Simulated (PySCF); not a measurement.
From one molecule to another.

First species: C4H8Cl2Si.
SMILES with atom numbers: `[CH2:1]=[CH:2][SiH2:3][C:4]([CH3:5])([Cl:6])[Cl:7]` (hydrogens: H8, H9 on C1; H10 on C2; H11, H12 on Si3; H13, H14, H15 on C5)

Second species: C₈H₈.
Cartesian coordinates in Å at the GFN2-xTB level; atoms count from 1:
```xyz
16
C8H8 angstrom
C      4.030   -0.196    0.008
C      2.647    0.125    0.295
C      1.496    0.379    0.535
C      0.151    0.699    0.827
C     -0.867    0.067    0.269
C     -1.425   -0.933   -0.620
C     -2.280   -0.176    0.057
C     -3.655    0.196    0.394
H      4.331   -1.091    0.554
H      4.159   -0.377   -1.060
H      4.677    0.630    0.304
H     -0.016    1.497    1.540
H     -1.246   -1.715   -1.317
H     -4.372   -0.406   -0.161
H     -3.822    0.060    1.463
H     -3.817    1.251    0.168
```

Levels: B3LYP/def2-SVPD for dipole moment, HOMO energy, LUMO energy, HOMO–LUMO gap, static isotropic polarisability and electronic spatial extent ⟨r²⟩ about the centre of nuclear charge; TDDFT B3LYP/def2-SVPD for lowest singlet excitation; TDA B3LYP/def2-SVPD for lowest triplet excitation (Tamm–Dancoff); GFN2-xTB for rotational constant A and rotational constant C. Geometries: GFN2-xTB. Each species is one conformer at its optimised geometry, gas phase, non-relativistic unless stated; the electronic structure was computed with PySCF and density fitting.

Dipoles, sizes and rotational constants follow the conformer. The torsions of the flexible species, by atom-mapped SMILES:
- `[CH2:1]=[CH:2][SiH2:3][C:4]([CH3:5])([Cl:6])[Cl:7]`: C1–C2–Si3–C4 -138°, C2–Si3–C4–C5 59°

Values for the first species:

| Item | Value |
| --- | --- |
| Dipole moment | 2.69 D |
| HOMO energy | -7.75 eV |
| LUMO energy | -1.05 eV |
| HOMO–LUMO gap | 6.70 eV |
| Lowest singlet excitation | 5.90 eV |
| Lowest triplet excitation (Tamm–Dancoff) | 4.36 eV |
| Static isotropic polarisability | 104.4 au |
| Electronic spatial extent ⟨r²⟩ about the centre of nuclear charge | 1508 bohr² |
| Rotational constant A | 2.190 GHz |
| Rotational constant C | 0.807 GHz |

Question: Estimate the same properties for the second species, and the change in each.

Answer: 
```
                                                         property       first      second  second less first
                                                    dipole moment      2.69 D      3.10 D            +0.41 D
                                                      HOMO energy    -7.75 eV    -5.16 eV           +2.59 eV
                                                      LUMO energy    -1.05 eV    -0.63 eV           +0.42 eV
                                                    HOMO–LUMO gap     6.70 eV     4.53 eV           -2.17 eV
                                        lowest singlet excitation     5.90 eV     3.77 eV           -2.13 eV
                         lowest triplet excitation (Tamm–Dancoff)     4.36 eV     3.07 eV           -1.29 eV
                                  static isotropic polarisability    104.4 au    102.8 au            -1.6 au
electronic spatial extent ⟨r²⟩ about the centre of nuclear charge  1508 bohr²  1606 bohr²          +98 bohr²
                                            rotational constant A   2.190 GHz   9.892 GHz         +7.702 GHz
                                            rotational constant C   0.807 GHz   0.703 GHz         -0.104 GHz
```

On the first: The polarisability is 15.47 Å³ as a volume (1 au = 0.148185 Å³), or 1.31 au for each of the 80 electrons. No computed singlet falls in the visible range (750 to 380 nm, 1.65 to 3.26 eV); S1 lies 2.64 eV above its blue end.

On the second: No computed singlet falls in the visible range (750 to 380 nm, 1.65 to 3.26 eV); S1 lies 0.51 eV above its blue end. The principal polarisabilities are 60.9, 83.7 and 163.7 au; their mean is the isotropic value.
